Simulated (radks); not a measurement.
Problem. The thulium ion Tm4+, 65 electrons, occupied as [Xe] 4f11. All-electron calculation, scalar-relativistic Kohn-Sham, PBEsol, spin-polarised, spherical densities, finite nucleus; open shells are filled with parallel spins first (spin-orbit coupling, left out, can overturn this in heavy ions); Fermi nuclear charge, rms radius 5.2256 fm. Program: a radial shooting solver on a logarithmic mesh with Libxc functionals. Some entries of the table are withheld. Estimate them.

orbital  occ.  eigenvalue (eV)  <r^2> (bohr^2)
1s down     1        -59306.78       0.0005489
1s up       1        -59306.78       0.0005489
2s up       1        -10053.28        0.008522
2s down     1        -10053.23        0.008521
2p up       3        -8885.306        0.006948
2p down     3        -8885.269        0.006948
3s up       1        -2304.487         0.05588
3s down     1        -2303.014         0.05584
3p up       3        -1950.713         0.05632
3p down     3        -1949.243         0.05627
3d up       5        -1513.065         0.04693
3d down     5        -1511.936         0.04687
4s up       1        -500.0101          0.2788
4s down     1        -497.0714          0.2790
4p up       3        -383.3943          0.3158
4p down     3        -380.5142          0.3161
4d up       5        -228.3919          0.3736
4d down     5        -225.5771          0.3746
5s up       1        -102.0632             (1)
5s down     1        -100.7911             (2)
5p up       3         -73.0440           2.072
5p down     3         -72.1176           2.101
4f up       7         -57.9399             (3)
4f down     4         -55.3625             (4)

Solution. 
(1) 5s up <r^2> (bohr^2): 1.558
(2) 5s down <r^2> (bohr^2): 1.576
(3) 4f up <r^2> (bohr^2): 0.6342
(4) 4f down <r^2> (bohr^2): 0.6553
